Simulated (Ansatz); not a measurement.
# A barrier at the coupled-cluster level

Start structure (C$_{2}$H$_{7}$Ga, singlet), relaxed at PBE0-D4/def2-TZVP:

```
10
angstrom
Ga 0.0811 -0.6514 -0.2508
H 0.2618 -2.1168 -0.8138
C -0.8680 0.6777 -1.3533
H -0.4232 0.7353 -2.3505
C 0.8118 -0.2223 1.5282
H -0.8631 1.6738 -0.9087
H -1.9084 0.3677 -1.4923
H 0.4440 -0.9322 2.2741
H 1.9017 -0.3205 1.5140
H 0.5622 0.7887 1.8531
```

The step: C₂H₇Ga ([CH3][GaH][CH3]) → C₂H₅Ga ([CH2][Ga][CH3]) + H₂; bonds formed: H2–H4; bonds broken: Ga1–H2, C3–H4. Program: Ansatz 0.2.0. Basis: def2-TZVPP and def2-QZVPP. Cores are frozen in the correlated methods. Filled d shells of the heavier atoms are correlated. The def2 sets are not built for correlating such inner shells, so the correlated values are less sure here. Extrapolation: Hartree–Fock as exp(−7.88 √X), correlation as X^−2.97. Energies below are by CCSD(T) at an estimated basis limit (MP2 extrapolated from triple and quadruple zeta, plus CCSD(T) − MP2 in triple zeta).

(1) What are the electronic barrier and the energy of the step, from the start structure to the end structure? (To be estimated.)

The T1 diagnostic stays at or below 0.015. The restricted Hartree–Fock reference is unstable towards an unrestricted one at one or more of these structures.

Answers

(1) By the calculation: Barrier 73.37 kcal/mol; step energy 56.46 kcal/mol (uphill); reverse barrier, their difference, 16.91 kcal/mol. Barrier and step energy count from the start structure, the reverse barrier from the end structure.

The saddle point: One imaginary mode of 1287i cm⁻¹.
| pair | start (Å) | saddle (Å) | end (Å) |
| --- | --- | --- | --- |
| H2–H4 | 3.31 | 0.99 | 0.76 |
| Ga1–H2 | 1.58 | 1.85 | 2.44 |
| C3–H4 | 1.09 | 1.64 | 3.01 |

Zero-point energy (harmonic, PBE0-D4): ZPE is 48.52 kcal/mol at the start and 45.64 kcal/mol at the saddle, so the barrier goes from 73.37 to 70.49 kcal/mol.

Labels in which every atom is bracketed show which atoms are joined, not bond orders.

For scale, one of the runs: CCSD(T)/def2-TZVPP, 208 basis functions, launched by `ansatz run in.yaml --threads 4 --pin off --events-out ev --progress --plain --max-ram 9574MiB`. The run took 44 s on 4 CPU threads of an Arm Neoverse V2 (shared host), with 2.8 GiB of host memory at its peak.
